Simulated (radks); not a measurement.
Values are calculated unless marked as measured or tabulated.
The sulfur anion S2-, [Ar], held by a Watson sphere: a shell of charge +2.11 at radius R that stands for the Madelung well of a crystal (potential energy -2.11/R inside, -2.11/r outside, in hartree with lengths in bohr). Level of theory: scalar-relativistic Kohn-Sham, PBEsol, spin-polarised, spherical densities, finite nucleus; Fermi nuclear charge, rms radius of each element as measured or else 0.836 A^(1/3) + 0.57 fm (a radial shooting solver on a logarithmic mesh with Libxc functionals). Response by self-consistent Sternheimer equations with the Hartree and adiabatic LDA kernel, the relativistic mass of each level held fixed and spin-orbit coupling left out. The sphere does not respond.

| R (bohr) | e(2p) (eV) | e(3s) (eV) | e(3p) (eV) | <r> 3p (bohr) | sum of <r^2> (bohr^2) | X-ray form factor at sin(theta)/lambda = 0.1 1/angstrom | alpha (bohr^3) |
|---|---|---|---|---|---|---|---|
| 2.54 | -153.90 | -17.766 | -8.231 | 2.192 | 43.79 | 15.343 | 29.91 |
| 2.64 | -153.84 | -17.474 | -7.997 | 2.217 | 44.71 | 15.303 | 31.77 |
| 2.74 | -153.77 | -17.194 | -7.766 | 2.241 | 45.61 | 15.264 | 33.74 |
| 2.76 | -153.76 | -17.139 | -7.720 | 2.246 | 45.80 | 15.256 | 34.15 |
| 3.06 | -153.51 | -16.368 | -7.053 | 2.314 | 48.45 | 15.150 | 40.86 |
| 3.73 | -152.84 | -14.956 | -5.729 | 2.447 | 54.05 | 14.957 | 60.38 |
| 3.79 | -152.78 | -14.848 | -5.622 | 2.458 | 54.53 | 14.942 | 62.47 |
| 4.51 | -152.04 | -13.739 | -4.496 | 2.577 | 60.24 | 14.793 | 93.30 |
